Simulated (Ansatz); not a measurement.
Consider the formal exchange of groups at the Se–C bond: `O=C([SeH])O[SiH3]` + `[F][GeH2][F]` → `[F][GeH]([F])[SeH]` + `O=CO[SiH3]`.

Gas-phase electronic energies from Ansatz, PBE0-D4/def2-TZVP geometries. CCSD(T)/CBS adds triple-zeta CCSD(T) − MP2 to the extrapolated MP2 energy (def2 sets, frozen cores). DFT in def2-TZVPP. For Ge, Se outer-core shells are correlated without core-valence functions, which leaves a few kJ/mol of doubt a bond. Scalar relativity is left out up to krypton. Each species was taken in one conformer, which may not be the lowest.

```json
{"level": "B2PLYP", "ΔE (kcal/mol)": "-19.5"}
{"level": "HF/CBS(def2)", "ΔE (kcal/mol)": "-22.2"}
```

Task: What does CCSD(T)/CBS give? (Estimate.)

Result: Ansatz gave: -20.2 kcal/mol. The listed levels differ from it by 0.7, -2.0 kcal/mol.

Largest T1 diagnostic among the species: 0.016.

From PBE to PBE0 (25 % exact exchange), in def2-TZVPP and without D4, ΔE moves by −1.3 kcal/mol. In def2-TZVPP, CCSD(T) changes the Hartree–Fock value by +3.0 kcal/mol (the triples alone add +0.7 kcal/mol) and MP2 by +3.2 kcal/mol.
